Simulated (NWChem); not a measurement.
Program: NWChem. System: AsF3, charge 1, spin multiplicity 2, at the geometry of a parent with another charge or spin, in a state set for the comparison that need not be this species' ground state. Its SCF solution wasn't tested for a lower state. Level: UHF/def2-TZVP.

Input file:

```
start mol
memory heap 200 mb stack 900 mb global 1100 mb
charge 1
geometry units angstroms nocenter noautoz
  F      0.738925    -0.489175     1.281763
  As     0.000896     0.398876     0.000000
  F      0.738925    -0.489175    -1.281763
  F     -1.481134    -0.484194     0.000000
  symmetry group Cs
end
basis spherical
  * library def2-tzvp
end
scf
  uhf
  nopen 1
  maxiter 100
  thresh 1e-7
  semidirect memsize 60000000 filesize 0
  # guess.movecs holds the orbitals of an unrestricted PBE0 run
  vectors input guess.movecs output mol.movecs
end
task scf energy
```

NWChem printed:

```
             Northwest Computational Chemistry Package (NWChem) 7.3.0
             --------------------------------------------------------

                                NWChem Input Module
                                -------------------

 Scaling coordinates for geometry "geometry" by  1.889725989
 (inverse scale =  0.529177249)

 Turning off AUTOSYM since
 SYMMETRY directive was detected!

                             Geometry "geometry" -> ""
                             -------------------------

 Output coordinates in angstroms (scale by  1.889725989 to convert to a.u.)

  No.       Tag          Charge          X              Y              Z
 ---- ---------------- ---------- -------------- -------------- --------------
    1 F                    9.0000     0.73892500    -0.48917500     1.28176300
    2 As                  33.0000     0.00089600     0.39887600     0.00000000
    3 F                    9.0000     0.73892500    -0.48917500    -1.28176300
    4 F                    9.0000    -1.48113400    -0.48419400     0.00000000

 Effective nuclear repulsion energy (a.u.)     323.4651667098

            Nuclear Dipole moment (a.u.)
            ----------------------------
        X                 Y               Z
 ---------------- ---------------- ----------------
     0.0000226767     0.0000226767     0.0000000000

      Symmetry information
      --------------------

 Group name             Cs
 Group number              2
 Group order               2
 No. of unique centers     3

      Symmetry unique atoms

     1    2    4


 Summary of "ao basis" -> "" (spherical)
 ------------------------------------------------------------------------------
       Tag                 Description            Shells   Functions and Types
 ---------------- ------------------------------  ------  ---------------------
 *                         def2-tzvp                  on all atoms

 Summary of "ao basis" -> "ao basis" (spherical)
 ------------------------------------------------------------------------------
       Tag                 Description            Shells   Functions and Types
 ---------------- ------------------------------  ------  ---------------------
 F                         def2-tzvp                11       31   5s3p2d1f
 As                        def2-tzvp                16       48   6s5p4d1f

                                 NWChem SCF Module
                                 -----------------

  ao basis        = "ao basis"
  functions       =   141
  atoms           =     4
  alpha electrons =    30
  beta  electrons =    29
  charge          =   1.00
  wavefunction    = UHF
  use symmetry    = T
  symmetry adapt  = T

 Summary of "ao basis" -> "ao basis" (spherical)
 ------------------------------------------------------------------------------
       Tag                 Description            Shells   Functions and Types
 ---------------- ------------------------------  ------  ---------------------
 F                         def2-tzvp                11       31   5s3p2d1f
 As                        def2-tzvp                16       48   6s5p4d1f

      Symmetry analysis of basis
      --------------------------

        a'         84
        a"         57

 Forming initial guess at       0.2s

   Symmetry analysis of molecular orbitals - initial alpha
   -------------------------------------------------------

  Numbering of irreducible representations:

     1 a'          2 a"

  Orbital symmetries:

     1 a'          2 a'          3 a'          4 a'          5 a"
     6 a'          7 a"          8 a'          9 a'         10 a'
    11 a'         12 a"         13 a'         14 a"         15 a'
    16 a'         17 a"         18 a'         19 a'         20 a"
    21 a'         22 a"         23 a'         24 a'         25 a"
    26 a'         27 a'         28 a"         29 a"         30 a'
    31 a'         32 a"         33 a'         34 a'         35 a'
    36 a'         37 a"         38 a'         39 a"         40 a'

   Symmetry analysis of molecular orbitals - initial beta
   ------------------------------------------------------

  Numbering of irreducible representations:

     1 a'          2 a"

  Orbital symmetries:

     1 a'          2 a'          3 a'          4 a"          5 a'
     6 a'          7 a"          8 a'          9 a'         10 a'
    11 a"         12 a'         13 a'         14 a"         15 a'
    16 a"         17 a'         18 a'         19 a'         20 a"
    21 a'         22 a'         23 a"         24 a'         25 a"
    26 a'         27 a'         28 a"         29 a"         30 a'
    31 a'         32 a"         33 a'         34 a'         35 a'
    36 a"         37 a'         38 a'         39 a"         40 a'

 Starting SCF solution at       0.2s

 ----------------------------------------------
         Quadratically convergent UHF

 Convergence threshold     :          1.000E-07
 Maximum no. of iterations :          100
 Integral*density screening:          1.000E-09
 ----------------------------------------------

              iter       energy          gnorm     gmax       time
             ----- ------------------- --------- --------- --------
                 1    -2532.2357562853  8.94D-01  2.41D-01      4.4
                 2    -2532.2781391197  1.82D-01  2.96D-02      4.7
                 3    -2532.2831065407  1.29D-02  4.20D-03      6.0
                 4    -2532.2831922508  1.61D-04  2.44D-05      8.5
                 5    -2532.2831922547  2.07D-08  5.86D-09     12.2

       Final UHF  results
       ------------------
[...]
                    ------------------------------------------

 Vector   28  Occ=1.000000D+00  E=-9.330624D-01  Symmetry=a'
              MO Center= -3.7D-01, -4.5D-01, -2.7D-12, r^2= 2.5D+00
   Bfn.  Coefficient  Atom+Function         Bfn.  Coefficient  Atom+Function
  ----- ------------  ---------------      ----- ------------  ---------------
   116      0.318129  4 F  px               119      0.279995  4 F  px
     6      0.233829  1 F  px                85      0.233829  3 F  px
     9      0.207379  1 F  px                88      0.207379  3 F  px
   117     -0.164112  4 F  py

 Vector   29  Occ=1.000000D+00  E=-9.302941D-01  Symmetry=a"
              MO Center= -1.2D-03, -4.7D-01,  7.9D-15, r^2= 2.6D+00
   Bfn.  Coefficient  Atom+Function         Bfn.  Coefficient  Atom+Function
  ----- ------------  ---------------      ----- ------------  ---------------
   118      0.294778  4 F  pz               121      0.262062  4 F  pz
     6      0.255272  1 F  px                85     -0.255272  3 F  px
     9      0.226941  1 F  px                88     -0.226941  3 F  px

 Vector   30  Occ=1.000000D+00  E=-8.580896D-01  Symmetry=a'
              MO Center=  9.2D-04,  4.1D-01,  3.0D-15, r^2= 2.3D+00
   Bfn.  Coefficient  Atom+Function         Bfn.  Coefficient  Atom+Function
  ----- ------------  ---------------      ----- ------------  ---------------
    48      0.429404  2 As py                36      0.393413  2 As s
    37      0.352858  2 As s                 42     -0.213430  2 As py
    35     -0.193299  2 As s                  7     -0.190239  1 F  py
    86     -0.190239  3 F  py               117     -0.189992  4 F  py
    10     -0.167026  1 F  py                89     -0.167026  3 F  py

 Vector   31  Occ=0.000000D+00  E=-2.053954D-01  Symmetry=a'
              MO Center=  1.0D-01,  7.3D-01, -2.8D-13, r^2= 2.4D+00
   Bfn.  Coefficient  Atom+Function         Bfn.  Coefficient  Atom+Function
  ----- ------------  ---------------      ----- ------------  ---------------
    50      0.719333  2 As px                47      0.490559  2 As px
    41     -0.247307  2 As px                68      0.229295  2 As d -2
   115      0.209109  4 F  s

 Vector   32  Occ=0.000000D+00  E=-2.053946D-01  Symmetry=a"
              MO Center= -9.8D-02,  7.3D-01,  3.5D-13, r^2= 2.4D+00
   Bfn.  Coefficient  Atom+Function         Bfn.  Coefficient  Atom+Function
  ----- ------------  ---------------      ----- ------------  ---------------
    52      0.719336  2 As pz                49      0.490561  2 As pz
    43     -0.247307  2 As pz                69      0.229608  2 As d -1
     5     -0.181097  1 F  s                 84      0.181097  3 F  s

 Vector   33  Occ=0.000000D+00  E=-7.975304D-02  Symmetry=a'
              MO Center=  8.0D-04,  3.6D-01,  8.1D-16, r^2= 3.2D+00
   Bfn.  Coefficient  Atom+Function         Bfn.  Coefficient  Atom+Function
  ----- ------------  ---------------      ----- ------------  ---------------
    51      1.110851  2 As py                37     -0.898052  2 As s
    36     -0.537568  2 As s                  5      0.482164  1 F  s
    84      0.482164  3 F  s                115      0.482172  4 F  s
    48      0.283528  2 As py                35      0.269046  2 As s
   122      0.269175  4 F  px                14     -0.233023  1 F  pz

                     UHF Final Beta Molecular Orbital Analysis
                     -----------------------------------------

 Vector   27  Occ=1.000000D+00  E=-9.207419D-01  Symmetry=a"
              MO Center= -1.1D-03, -4.7D-01,  1.6D-15, r^2= 2.6D+00
   Bfn.  Coefficient  Atom+Function         Bfn.  Coefficient  Atom+Function
  ----- ------------  ---------------      ----- ------------  ---------------
   118      0.293157  4 F  pz               121      0.261339  4 F  pz
     6      0.253879  1 F  px                85     -0.253879  3 F  px
     9      0.226324  1 F  px                88     -0.226324  3 F  px

 Vector   28  Occ=1.000000D+00  E=-9.021395D-01  Symmetry=a'
              MO Center= -4.5D-01, -3.9D-01, -1.6D-11, r^2= 2.4D+00
   Bfn.  Coefficient  Atom+Function         Bfn.  Coefficient  Atom+Function
  ----- ------------  ---------------      ----- ------------  ---------------
   117      0.300978  4 F  py               120      0.269970  4 F  py
    47     -0.258823  2 As px                 6      0.150595  1 F  px
     7     -0.150953  1 F  py                85      0.150595  3 F  px
    86     -0.150953  3 F  py

 Vector   29  Occ=1.000000D+00  E=-9.021384D-01  Symmetry=a"
              MO Center=  4.4D-01, -4.0D-01,  1.7D-11, r^2= 2.4D+00
   Bfn.  Coefficient  Atom+Function         Bfn.  Coefficient  Atom+Function
  ----- ------------  ---------------      ----- ------------  ---------------
     7      0.260816  1 F  py                86     -0.260816  3 F  py
    49      0.258827  2 As pz                10      0.233940  1 F  py
    89     -0.233940  3 F  py               118     -0.164417  4 F  pz

 Vector   30  Occ=0.000000D+00  E=-4.110674D-01  Symmetry=a'
              MO Center=  1.4D-03,  6.1D-01,  3.3D-15, r^2= 2.2D+00
   Bfn.  Coefficient  Atom+Function         Bfn.  Coefficient  Atom+Function
  ----- ------------  ---------------      ----- ------------  ---------------
    37      0.636929  2 As s                 36      0.327504  2 As s
    48      0.323817  2 As py                35     -0.201263  2 As s
    51      0.193941  2 As py                42     -0.192265  2 As py
     7     -0.154431  1 F  py                86     -0.154431  3 F  py
   117     -0.154175  4 F  py

 Vector   31  Occ=0.000000D+00  E=-1.523144D-01  Symmetry=a'
              MO Center=  1.1D-01,  6.5D-01, -3.1D-11, r^2= 2.8D+00
   Bfn.  Coefficient  Atom+Function         Bfn.  Coefficient  Atom+Function
  ----- ------------  ---------------      ----- ------------  ---------------
    50      0.873860  2 As px                47      0.411750  2 As px
   115      0.299727  4 F  s                 41     -0.218685  2 As px
   123      0.177042  4 F  py                68      0.170012  2 As d -2

 Vector   32  Occ=0.000000D+00  E=-1.523133D-01  Symmetry=a"
              MO Center= -1.0D-01,  6.5D-01,  3.1D-11, r^2= 2.8D+00
   Bfn.  Coefficient  Atom+Function         Bfn.  Coefficient  Atom+Function
  ----- ------------  ---------------      ----- ------------  ---------------
    52      0.873866  2 As pz                49      0.411750  2 As pz
     5     -0.259575  1 F  s                 84      0.259575  3 F  s
    43     -0.218685  2 As pz                69      0.170404  2 As d -1
    13     -0.153735  1 F  py                92      0.153735  3 F  py

 center of mass
 --------------
 x =   0.00006789 y =   0.03006032 z =   0.00000000

 moments of inertia (a.u.)
 ------------------
         313.749286205849           0.296184718757           0.000000000000
           0.296184718757         445.847931635240           0.000000000000
           0.000000000000           0.000000000000         313.745800210605

  Mulliken analysis of the total density
  --------------------------------------

    Atom       Charge   Shell Charges
 -----------   ------   -------------------------------------------------------
    1 F    9     9.24   0.77  1.20  0.61  1.03  0.33  2.19  2.25  0.84  0.00  0.01  0.00
    2 As  33    31.29   2.00  2.00  1.16  0.79  0.99  0.41  5.99  5.75  0.35  1.17  0.15  8.99  1.05  0.19  0.16  0.13
    3 F    9     9.24   0.77  1.20  0.61  1.03  0.33  2.19  2.25  0.84  0.00  0.01  0.00
    4 F    9     9.24   0.77  1.20  0.61  1.03  0.33  2.19  2.25  0.84  0.00  0.01  0.00

  Mulliken analysis of the alpha density
  --------------------------------------

    Atom       Charge   Shell Charges
 -----------   ------   -------------------------------------------------------
    1 F    9     4.70   0.39  0.60  0.31  0.52  0.16  1.15  1.16  0.41  0.00  0.01  0.00
    2 As  33    15.89   1.00  1.00  0.58  0.39  0.57  0.27  3.00  2.88  0.18  0.67  0.09  4.49  0.53  0.10  0.08  0.07
    3 F    9     4.70   0.39  0.60  0.31  0.52  0.16  1.15  1.16  0.41  0.00  0.01  0.00
    4 F    9     4.70   0.39  0.60  0.31  0.52  0.16  1.15  1.16  0.41  0.00  0.01  0.00

   Mulliken analysis of the beta density
   -------------------------------------

    Atom       Charge   Shell Charges
 -----------   ------   -------------------------------------------------------
    1 F    9     4.53   0.39  0.60  0.30  0.51  0.17  1.04  1.09  0.43  0.00  0.01  0.00
    2 As  33    15.40   1.00  1.00  0.58  0.40  0.42  0.14  3.00  2.88  0.17  0.50  0.06  4.50  0.52  0.10  0.08  0.06
    3 F    9     4.53   0.39  0.60  0.30  0.51  0.17  1.04  1.09  0.43  0.00  0.01  0.00
    4 F    9     4.53   0.39  0.60  0.30  0.51  0.17  1.04  1.09  0.43  0.00  0.01  0.00

   Mulliken analysis of the spin density
   -------------------------------------

    Atom       Charge   Shell Charges
 -----------   ------   -------------------------------------------------------
    1 F    9     0.17  -0.00 -0.00  0.00  0.00 -0.01  0.11  0.08 -0.02  0.00 -0.00  0.00
    2 As  33     0.50   0.00  0.00  0.01 -0.01  0.15  0.13  0.00  0.00  0.01  0.18  0.03 -0.01  0.01 -0.00 -0.00  0.00
    3 F    9     0.17  -0.00 -0.00  0.00  0.00 -0.01  0.11  0.08 -0.02  0.00 -0.00  0.00
    4 F    9     0.17  -0.00 -0.00  0.00  0.00 -0.01  0.11  0.08 -0.02  0.00 -0.00  0.00

       Multipole analysis of the density wrt the origin
       ------------------------------------------------

     L   x y z        total         alpha         beta         nuclear
     -   - - -        -----         -----         ----         -------
     0   0 0 0      1.000000    -30.000000    -29.000000     60.000000

     1   1 0 0      0.003945      0.000917      0.003005      0.000023
     1   0 1 0      1.755635      0.415237      1.340376      0.000023
     1   0 0 1      0.000000     -0.000000      0.000000      0.000000

     2   2 0 0    -21.347474    -64.654589    -62.296508    105.603623
     2   1 1 0      0.006680      0.072818      0.077225     -0.143363
     2   1 0 1     -0.000000     -0.000000      0.000000      0.000000
     2   0 2 0    -18.367381    -32.180415    -27.852794     41.665828
     2   0 1 1      0.000000      0.000000      0.000000      0.000000
     2   0 0 2    -21.347506    -64.655461    -62.297326    105.605281

 Task  times  cpu:       12.3s     wall:       12.3s

 Total times  cpu:       12.4s     wall:       12.4s
```
